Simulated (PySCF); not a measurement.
Br2, charge +1, doublet, at a GFN2-xTB geometry (a state made from the parent by changing its charge; the spin is typed, not shown lowest); PySCF with PBE0/def2-SVP.

Here is a job for PySCF.
```python
from pyscf import gto, scf, dft

mol = gto.Mole()
mol.atom = '''
    Br   -0.00000000   -0.00000000   -1.11909265
    Br    0.00000000    0.00000000    1.11909265
'''
mol.basis = 'def2-svp'
mol.charge = 1
mol.spin = 1
mol.verbose = 5
mol.build()

mf = dft.UKS(mol)
mf.xc = 'pbe0'
mf.kernel()
mf.analyze()
```

It wrote (shortened):

```
PySCF version 2.14.0

[INPUT] verbose = 5
[INPUT] max_memory = 4000
[INPUT] num. atoms = 2
[INPUT] num. electrons = 69
[INPUT] charge = 1
[INPUT] spin (= nelec alpha-beta = 2S) = 1
[INPUT] symmetry False subgroup None
[INPUT] Mole.unit = angstrom
[INPUT] Symbol           X                Y                Z      unit          X                Y                Z       unit  Magmom
[...]
[INPUT] ---------------- BASIS SET ----------------
[INPUT] l, kappa, [nprim/nctr], expnt,             c_1 c_2 ...
[INPUT] Br
[...]
                                17009.626303      0.010950417496
                                3870.1842567      0.054421006604
                                1093.0357227      0.19047907695
                                356.39721797      0.39024642737
                                123.12539643      0.30814432514
[...]
                                28.46866107       0.64775962312
                                11.883443722      0.44235575986
[...]
                                3.6129226841      0.73823712008
                                1.6626648969      0.42683868694
[...]
                                368.47859205      0.06624363742
                                117.22978849      0.26495610385
                                42.648909248      0.53839160587
                                16.087225096      0.36579387888
[...]
                                3.5613665502      0.57500678213
                                1.5292626609      0.24330394172
[...]
                                30.281143688      0.1345548323
                                10.651394267      0.36474454537
                                3.8699456233      0.49044587056
[...]
nuclear repulsion = 289.628425035675
number of shells = 24
number of NR pGTOs = 148
number of NR cGTOs = 64
basis = def2-svp
ecp = {}

******** <class 'pyscf.dft.uks.UKS'> ********
method = UKS
initial guess = minao
damping factor = 0
level_shift factor = 0
DIIS = <class 'pyscf.scf.diis.CDIIS'>
diis_start_cycle = 1
diis_space = 8
diis_damp = 0
SCF conv_tol = 1e-09
SCF conv_tol_grad = None
SCF max_cycles = 50
direct_scf = True
direct_scf_tol = 1e-13
number electrons alpha = 35  beta = 34
XC library pyscf.dft.libxc version 7.1.2
    S. Lehtola, C. Steigemann, M. J. T. Oliveira, and M. A. L. Marques,  SoftwareX 7, 1–5 (2018)
XC functionals = pbe0
    C. Adamo and V. Barone,  J. Chem. Phys. 110, 6158 (1999)
    M. Ernzerhof and G. E. Scuseria,  J. Chem. Phys. 110, 5029 (1999)
[...]
converged SCF energy = -5146.6886667189  <S^2> = 0.75238338  2S+1 = 2.002382
Total Energy =                       -5146.688666718900095
[...]
spin_pop of  0 Br 4py       0.49054
spin_pop of  0 Br 4pz      -0.00180
spin_pop of  0 Br 5px       0.00024
spin_pop of  0 Br 5py       0.00171
spin_pop of  0 Br 5pz       0.00022
spin_pop of  0 Br 3dxy     -0.00001
spin_pop of  0 Br 3dyz     -0.00001
spin_pop of  0 Br 3dz^2    -0.00001
spin_pop of  0 Br 3dxz     -0.00000
spin_pop of  0 Br 3dx2-y2   -0.00001
spin_pop of  0 Br 4dxy      0.00003
spin_pop of  0 Br 4dyz     -0.00192
spin_pop of  0 Br 4dz^2    -0.00011
spin_pop of  0 Br 4dxz     -0.00025
spin_pop of  0 Br 4dx2-y2    0.00020
spin_pop of  0 Br 5dxy      0.00000
spin_pop of  0 Br 5dyz      0.00002
spin_pop of  0 Br 5dz^2     0.00000
spin_pop of  0 Br 5dxz      0.00000
spin_pop of  0 Br 5dx2-y2    0.00001
spin_pop of  1 Br 1s        0.00000
spin_pop of  1 Br 2s       -0.00000
spin_pop of  1 Br 3s        0.00008
spin_pop of  1 Br 4s        0.00133
spin_pop of  1 Br 5s        0.00008
spin_pop of  1 Br 2px       0.00000
spin_pop of  1 Br 2py       0.00000
spin_pop of  1 Br 2pz       0.00000
spin_pop of  1 Br 3px       0.00000
spin_pop of  1 Br 3py       0.00011
spin_pop of  1 Br 3pz      -0.00000
spin_pop of  1 Br 4px       0.00958
spin_pop of  1 Br 4py       0.49054
spin_pop of  1 Br 4pz      -0.00180
spin_pop of  1 Br 5px       0.00024
spin_pop of  1 Br 5py       0.00171
spin_pop of  1 Br 5pz       0.00022
spin_pop of  1 Br 3dxy     -0.00001
spin_pop of  1 Br 3dyz     -0.00001
spin_pop of  1 Br 3dz^2    -0.00001
spin_pop of  1 Br 3dxz     -0.00000
spin_pop of  1 Br 3dx2-y2   -0.00001
spin_pop of  1 Br 4dxy      0.00003
spin_pop of  1 Br 4dyz     -0.00192
spin_pop of  1 Br 4dz^2    -0.00011
spin_pop of  1 Br 4dxz     -0.00025
spin_pop of  1 Br 4dx2-y2    0.00020
spin_pop of  1 Br 5dxy      0.00000
spin_pop of  1 Br 5dyz      0.00002
spin_pop of  1 Br 5dz^2     0.00000
spin_pop of  1 Br 5dxz      0.00000
spin_pop of  1 Br 5dx2-y2    0.00001
 ** Mulliken Spin Density (per atom)  **
spin density of  0 Br =      0.50000
spin density of  1 Br =      0.50000
 ** Mulliken pop alpha/beta on meta-lowdin orthogonal AOs **
 ** Mulliken pop       alpha | beta **
In total            35.00000 | 34.00000
 ** Mulliken atomic charges   ( Nelec_alpha | Nelec_beta ) **
charge of  0Br =      0.50000  (    17.50000     17.00000 )
charge of  1Br =      0.50000  (    17.50000     17.00000 )

WARN: System has nonzero charge 1; the dipole moment is origin-dependent.
Location of origin: [0. 0. 0.]

Dipole moment(X, Y, Z, Debye):  0.00000,  0.00000, -0.00000
```
